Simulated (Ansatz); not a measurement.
FRb, charge -1, doublet, geometry from GFN2-xTB (such geometries of metal compounds can be far from the true shape) (a state made from the parent by changing its charge; the spin is typed, not shown lowest) (core potentials on Rb) (a gas-phase anion, which may not be bound at this level); Ansatz (a first-principles code) with B3LYP/def2-TZVPD.

Ansatz was given this input:
Ansatz 0.2 input:
```yaml
crystal:
  periodic: [false, false, false]
  atoms:
    - {symbol: Rb, position_ang: [-0.00000000, -0.00000000, -0.65709383]}
    - {symbol: F, position_ang: [0.00000000, 0.00000000, 2.70138576]}
basis:
  gaussian:
    orbitals: def2-TZVPD
hamiltonian:
  xc: b3lyp
total_charge: -1
magnetization: {spin_polarized: true, initial_magnetization: 1}
```

The log (banner, timings and long lists left out):

```
Functional definition: B3LYP
521 factors; their error is unknown
mean field evaluation 1: about -3045.7455 eV, gradient 1.0e2 eV
mean field evaluation 2: about -2303.9939 eV, gradient 4.1e2 eV
mean field evaluation 4: about -2650.2654 eV, gradient 3.4e2 eV
mean field evaluation 8: about -3366.9257 eV, gradient 3.0e1 eV
mean field evaluation 16: about -3375.2950 eV, gradient 4.3e-4 eV
mean field evaluation 32: about -3374.4240 eV, gradient 1.3e0 eV
mean field -3375.29499414 eV, -124.0398031775 hartree, gradient 2.5e-5 eV, S^2 0.750065; 5 other end points of the search recorded, 0 dependent functions left out
reference -3375.29518572 eV, -124.0398102181 hartree; 10, 9 occupied and 63, 64 virtual orbitals, 521 factors
Total energy: -3375.29518572 eV, -124.0398102181 hartree
```
